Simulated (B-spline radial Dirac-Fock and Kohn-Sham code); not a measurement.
# What relativity does to the binding energies of Pr³³⁺

System: Pr³³⁺ in the configuration [Ar] 3d8.

Both columns are ΔSCF binding energies of the configuration average from an atomic code on a B-spline grid: non-relativistic Hartree-Fock with a point nucleus, and Dirac-Fock with a finite nucleus and the Coulomb interaction alone, averaged over the two j levels with weights 2j+1.

| shell | Hartree-Fock (eV) | Dirac-Fock (eV) | shift (eV) | shift (%) |
| --- | --- | --- | --- | --- |
| 1s | 41461.5 | 43578.8 | +2117.29 | +5.11 |
| 2s | 7691.2 | 8240.1 | +548.84 | +7.14 |
| 2p | 7346.4 | 7525.5 | +179.09 | +2.44 |
| 3s | 2622.8 | 2763.0 | +140.19 | +5.34 |
| 3p | 2474.1 | 2529.0 | +54.83 | +2.22 |
| 3d | 2219.4 | 2217.6 | -1.82 | -0.08 |

Relativity binds 1s, 2s, 2p, 3s, 3p more strongly, among those listed most of all 2s in relative terms, and 3d more weakly, because the contracted s and p shells screen the nucleus better.

Values without a named source are computed, but for edge energies of neutral atoms, which are taken from tables.
